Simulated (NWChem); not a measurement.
# SnH₂I₂; SMILES [I][SnH2][I]

def2 effective core potentials on Sn, I; no spin-orbit coupling.

### Question
Give the equilibrium geometry at PBE0/def2-SVP with def2 effective core potentials on Sn, I (NWChem) as an XYZ file, with the point group.

### Answer
point group C2v; any orientation.
```
5

Sn     0.0000     0.0000    -1.0443
I     -2.1935     0.0000     0.5120
I      2.1935     0.0000     0.5120
H      0.0000     1.4417    -1.9560
H      0.0000    -1.4417    -1.9560
```
